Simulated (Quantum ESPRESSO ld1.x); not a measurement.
Values are calculated unless marked as measured or tabulated.
The run below uses ld1.x (Quantum ESPRESSO 7.5).

```
 &input
    zed=34.0,
    iswitch=1,
    rel=0,
    lsd=1,
    dft='PW',
    config='[Ar] 3d10 4s2 4p1.75 4p0.25',
    verbosity='high',
    prefix='ld1',
    max_out_wfc=37,
    file_charge='ld1.rho',
 /
```

It prints (banner and zero overlaps left out):

```
     Program LD1 v.7.5 starts

     --------------------------- All-electron run ----------------------------

     atomic number is 34.00
     dft =PW   lsd =1 sic =0 latt =0  beta=0.20 tr2=1.0E-14
     Exchange-correlation= PW
                           (   1   4   0   0   0   0   0)
     mesh =1893 r(mesh) = 100.44793 a.u. xmin = -7.00 dx = 0.00800
     1 Ry =  13.60569312 eV

     n l     nl                  e(Ry)          e(Ha)          e(eV)
     1 0     1S 1( 1.00)    -904.299768977    -452.149884488 -12303.6251479
     2 0     2S 1( 1.00)    -116.301997018     -58.150998509  -1582.3692810
     2 1     2P 1( 3.00)    -104.710823438     -52.355411719  -1424.6633304
     3 0     3S 1( 1.00)     -16.764947270      -8.382473635   -228.0987278
     3 1     3P 1( 3.00)     -12.777870705      -6.388935353   -173.8517876
     3 2     3D 1( 5.00)      -5.691591069      -2.845795534    -77.4380415
     4 0     4S 1( 1.00)      -2.776967661      -1.388483830    -37.7825698
     4 1     4P 1( 1.75)      -1.930639132      -0.965319566    -26.2676836
     4 1     4P 2( 0.25)      -1.829518462      -0.914759231    -24.8918668
     1 0     1S 2( 1.00)    -904.291877795    -452.145938898 -12303.5177829
     2 0     2S 2( 1.00)    -116.297168154     -58.148584077  -1582.3035810
     2 1     2P 2( 3.00)    -104.703707965     -52.351853982  -1424.5665194
     3 0     3S 2( 1.00)     -16.754397189      -8.377198595   -227.9551866
     3 1     3P 2( 3.00)     -12.765797982      -6.382898991   -173.6875298
     3 2     3D 2( 5.00)      -5.675125468      -2.837562734    -77.2140156
     4 0     4S 2( 1.00)      -2.674114987      -1.337057494    -36.3831879

     final scf error:  1.3E-15 reached in  28 iterations

     Etot =   -4793.911756 Ry,   -2396.955878 Ha,  -65224.492206 eV
     Total magnetization:    1.50 Bohr mag.

     Ekin =    4789.693139 Ry,    2394.846569 Ha,   65167.095002 eV
     Encl =  -11419.769577 Ry,   -5709.884788 Ha, -155373.880398 eV
     Eh   =    2002.117854 Ry,    1001.058927 Ha,   27240.201119 eV
     Exc  =    -165.953172 Ry,     -82.976586 Ha,   -2257.907928 eV

     normalization and overlap integrals

     s(1S/1S) =  1.000000  <r> =   0.0450  <r2> =    0.0027  r(max) =   0.0296
     s(2S/2S) =  1.000000  <r> =   0.2003  <r2> =    0.0472  r(max) =   0.1682
     s(2P/2P) =  1.000000  <r> =   0.1729  <r2> =    0.0365  r(max) =   0.1334
     s(3S/3S) =  1.000000  <r> =   0.5862  <r2> =    0.3957  r(max) =   0.5115
     s(3P/3P) =  1.000000  <r> =   0.5950  <r2> =    0.4153  r(max) =   0.5034
     s(3D/3D) =  1.000000  <r> =   0.6273  <r2> =    0.4913  r(max) =   0.4501
     s(4S/4S) =  1.000000  <r> =   1.7134  <r2> =    3.3317  r(max) =   1.4943
     s(4P/4P) =  1.000000  <r> =   1.9804  <r2> =    4.4844  r(max) =   1.6983
     s(4P/4P) =  1.000000  <r> =   1.9969  <r2> =    4.5752  r(max) =   1.6983
     s(1S/1S) =  1.000000  <r> =   0.0450  <r2> =    0.0027  r(max) =   0.0296
     s(2S/2S) =  1.000000  <r> =   0.2003  <r2> =    0.0472  r(max) =   0.1682
     s(2P/2P) =  1.000000  <r> =   0.1729  <r2> =    0.0365  r(max) =   0.1334
     s(3S/3S) =  1.000000  <r> =   0.5860  <r2> =    0.3953  r(max) =   0.5115
     s(3P/3P) =  1.000000  <r> =   0.5946  <r2> =    0.4146  r(max) =   0.5034
     s(3D/3D) =  1.000000  <r> =   0.6252  <r2> =    0.4873  r(max) =   0.4501
     s(4S/4S) =  1.000000  <r> =   1.7144  <r2> =    3.3425  r(max) =   1.4824

     ------------------------ End of All-electron run ------------------------
```

Run on one thread of a shared host, so times are rough (Intel(R) Xeon(R) Processor @ 2.60GHz): 0.52 s of CPU time, 1.1 s wall, 28 iterations on 1893 mesh points.
